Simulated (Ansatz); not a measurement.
Z-matrix (Å, degrees):
```
Si
C 1 1.926
H 1 1.482 2 107.0
H 1 1.483 2 110.7 3 120.9
H 1 1.482 2 106.9 3 -118.6
Se 2 1.957 1 119.3 3 -124.0
O 2 1.196 1 121.1 3 56.4
H 6 1.468 2 94.3 1 0.8
```

Charge 0, multiplicity 1.

(1) List the ωB97M-V/def2-TZVPP orbital energies in eV (Ansatz). (An estimate is asked.)

Answers

(1) Ansatz gave: Occupied: -12368.60, -1807.62, -1588.89, -1423.65, -1423.62, -1423.58, -526.75, -284.80, -218.34, -161.30, -161.19, -161.03, -148.72, -102.84, -102.82, -102.81, -61.21, -61.18, -61.05, -60.96, -60.95, -32.91, -23.46, -19.68, -17.37, -15.37, -14.72, -14.66, -13.35, -12.58, -12.21, -9.62, -9.35. Lowest empty: 0.53, 1.12, 2.28, 2.46, 2.91, 3.03, 3.57, 4.73.
